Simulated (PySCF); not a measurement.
# Electron correlation in N (nitrogen, neutral)

[He] 2s2 2p3, high-spin 4S determinant. All numbers are calculated (PySCF 2.14, the non-relativistic Hamiltonian (point nucleus), in aug-cc-pwCVDZ (5s4p2d, 27 functions)). Frozen: nothing; 7 electrons correlated.

MP2 pair energies summed by pair of shells (mhartree):

```tsv
pair	energy	share (%)
2s-2p	-50.52	46.9
1s-1s	-21.74	20.2
2p-2p	-19.21	17.8
2s-2s	-9.23	8.6
1s-2p	-3.90	3.6
1s-2s	-3.19	3.0
```

Total MP2 correlation energy: -107.79 mhartree.

Same-spin part -27.19 and opposite-spin part -80.60 mhartree; SCS-MP2 scales them by 1/3 and 6/5 to -105.79 mhartree.
